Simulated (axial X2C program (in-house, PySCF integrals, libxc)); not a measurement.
## Potential curves of MoN⁺, with spin–orbit coupling

All values were computed with an axial X2C code built on PySCF integrals. Two-component (2c) means X2C with spin–orbit coupling and atomic mean-field two-electron Coulomb and Gaunt terms. Basis: Mo dyall-cv3z [11s12p9d5f3g], N dyall-av3z [7s7p3d2f] (cores contracted in-house); Gaussian nuclei, density fitting, unrestricted open shells. Masses: Mo 97.905 u, N 14.003 u.

State: Ω = 1 (⟨Sz⟩ = 1.00, ⟨Lz⟩ = 0.00 at PBEsol). Energies in eV from the fragments at the same level (Mo+ + N). Fits are polynomials in 1 − R0/R over 0.85 to 1.23 times the lowest point R0.

```
 R (Å)   PBEsol
1.4378  -5.3685
1.4852  -5.9093
1.5326  -6.2156
1.5800  -6.3344
1.6353  -6.2881
1.6906  -6.0913
1.7617  -5.6844
```

Occupations by symmetry block were frozen at the best pattern of an incomplete PBE0 search. De is counted from the lowest determinant-based energies of the atoms at the same level, without counterpoise correction. Density functionals use the spin component along the axis (collinear). With several unpaired electrons one determinant need not be a pure state. Open-shell Ω = 0 determinants with evenly filled partner blocks cannot be reached by this program, so the Ω shown need not be the lowest component. The determinant is spin-polarised beyond a pure state at some levels (its spin-free form has ⟨S²⟩ too high), which makes Re and μ there less reliable.

**Question.** What are Re, ωe and De at the PBEsol level?

**Answer.** At PBEsol, 2c: Re = 1.593 Å, ωe ≈ 1170 cm⁻¹, De = 6.34 eV to Mo+ + N; Be follows as 0.542 cm⁻¹.
